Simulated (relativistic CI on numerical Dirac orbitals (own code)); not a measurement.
Method of calculation: Dirac-Coulomb-Breit CI, KLI orbitals optimised for each configuration, QED by a radiative potential, unscaled Slater integrals (own radial code, finite nucleus).

The strongest absorption lines from the ground level of an ion, among the configurations computed and to levels below about 42.7 eV (vacuum wavelength in Å, gf): 324.97 (0.77), 331.14 (0.91), 333.95 (0.49), 339.65 (0.88), 341.35 (0.54), 346.21 (2.1), 346.32 (1.2), 349.79 (0.56).

Which ion is it?
A. Tl4+
B. Tl6+
C. Ir2+
D. Au4+

B. Tl6+ has 75 electrons and the ground level 5s²5p⁶5d⁷ ⁴F9/2; the strongest line goes to 5s²5p⁶5d⁶6p ⁴F°9/2. The pattern of lines fixes the number of electrons, and along that sequence the line energies rise steadily with the charge (about as its square where n changes within one kind of shell, about linearly where n is kept but much faster in heavy ions where fine structure, which grows about as Z⁴, sets the gap, and irregularly where shells cross), which fixes Z. Configurations outside the model, such as inner-shell arrays, can give stronger lines. At this charge configurations can still be misplaced by up to about 7 % of their energy. Terms inside the open d or f shell come out 10 to 20 % too wide with unscaled integrals. Levels and lines within the n = 5 or 6 shells can be off by up to 10 % or somewhat more, and those that change n by about 2 %, since core polarisation is missing.

LS names give the leading component of a level, which can be under half, so a name can repeat, a term be missing and a line seem to break the LS rules.
